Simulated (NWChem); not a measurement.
System meant: SnH3OBr; SMILES [OH][SnH2][Br]

NWChem input:

```
start job
memory heap 200 mb stack 900 mb global 1100 mb
geometry units angstroms noautoz
  Sn    -0.260590    -0.800807    -0.030193
  O      1.557528    -1.562709    -0.180637
  Br    -0.066929     1.691625    -0.047598
  H     -1.047749    -1.305612    -1.449888
  H     -0.972457    -1.213090     1.467930
  H      2.170166    -1.210039     0.475406
end
basis spherical
  * library def2-svp
end
dft
  xc pbe0
  iterations 150
  mulliken
end
task dft energy
```

End of the output:

```
             Grid Information
             ----------------
          Grid used for XC integration:  medium
          Radial quadrature: Mura-Knowles
          Angular quadrature: Lebedev.
          Tag              B.-S. Rad. Rad. Pts. Rad. Cut. Ang. Pts.
          ---              ---------- --------- --------- ---------
          Sn                  1.45      123           9.0       590
          O                   0.60       49          10.0       434
          Br                  1.15      112          10.0       590
          H                   0.35       45          10.0       434
          Grid pruning is: on
          Number of quadrature shells:   419
          Spatial weights used:  Erf1

          Convergence Information
          -----------------------
          Convergence aids based upon iterative change in
          total energy or number of iterations.
          Levelshifting, if invoked, occurs when the
          HOMO/LUMO gap drops below (HL_TOL):  1.00D-02
          DIIS, if invoked, will attempt to extrapolate
          using up to (NFOCK): 10 stored Fock matrices.

                    Damping( 0%)  Levelshifting(0.5)       DIIS
                  --------------- ------------------- ---------------
          dE  on:    start            ASAP                start
          dE off:    2 iters        150 iters           150 iters

      Screening Tolerance Information
      -------------------------------
          Density screening/tol_rho:  1.00D-10
          AO Gaussian exp screening on grid/accAOfunc:  14
          CD Gaussian exp screening on grid/accCDfunc:  20
          XC Gaussian exp screening on grid/accXCfunc:  20
          Schwarz screening/accCoul:  1.00D-08

      Superposition of Atomic Density Guess
      -------------------------------------

      charge =      50.0 Sn (Tin)

      symmetry species            s     p     d     f
      number of basis functions =10     7     6
      number of cont. functions = 4     4     2
      number of closed shells   = 5     3     2
      number of open shells     = 0     1     0
      open shell occupation     = 0     2     0
 ------------------------------------------------------------------------
 atomscf:atomd: error in atom scf                   0
 ------------------------------------------------------------------------
 ------------------------------------------------------------------------
  current input line :
    19: task dft energy
 ------------------------------------------------------------------------
 ------------------------------------------------------------------------
 This error has not yet been assigned to a category
 ------------------------------------------------------------------------
 For more information see the NWChem manual at https://nwchemgit.github.io

0:atomscf:atomd: error in atom scf:Received an Error in Communication
```

Find the fault in this run and fix the input.

The run crashed. Cause: the def2 basis of a heavy element holds valence functions alone and wants its effective core potential (without it all electrons must fit into that basis). This input runs:
```
start job
memory heap 200 mb stack 900 mb global 1100 mb
geometry units angstroms noautoz
  Sn    -0.260590    -0.800807    -0.030193
  O      1.557528    -1.562709    -0.180637
  Br    -0.066929     1.691625    -0.047598
  H     -1.047749    -1.305612    -1.449888
  H     -0.972457    -1.213090     1.467930
  H      2.170166    -1.210039     0.475406
end
basis spherical
  * library def2-svp
end
ecp
  Sn library def2-ecp
end
dft
  xc pbe0
  iterations 150
  mulliken
end
task dft energy
```
It converges to -2864.77051 Ha (PBE0/def2-SVP with def2 effective core potentials on Sn).
